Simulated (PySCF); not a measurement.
Method: B3LYP-D3(BJ)/def2-TZVP run with PySCF. Gas-phase values, no solvent. One relaxed conformer stands for a flexible species; it need not be the lowest. B3LYP has the VWN-RPA correlation part, as in Gaussian. Excitations are Tamm–Dancoff values on a coarser integration grid. The basis has no diffuse functions, so Rydberg states are missing or too high.

Reference species (SMILES): `[OH][Al]([OH])[OH]` (neutral, multiplicity 1).

```yaml
HOMO: -8.73 eV
S1–T1 gap (TDA): 0.31 eV
S1 oscillator strength: 0.000
brightest of the four lowest singlets (TDA): 7.55 eV
```

Changed species: `[OH][Al]([SiH3])[SiH3]` (H–O–Al–Si torsion 180°) (2 of 3 OH replaced by SiH3; the reference has 0 of 3 OH replaced by SiH3).

Question: Predict the effect on the HOMO, S1–T1 gap (TDA), S1 oscillator strength and brightest of the four lowest singlets (TDA).

Answer: the HOMO rises by 1.81 eV, to -6.92 eV; the S1–T1 gap (TDA) rises by 0.28 eV, to 0.59 eV; the S1 oscillator strength is nearly the same; the brightest of the four lowest singlets (TDA) falls by 1.38 eV, to 6.17 eV.
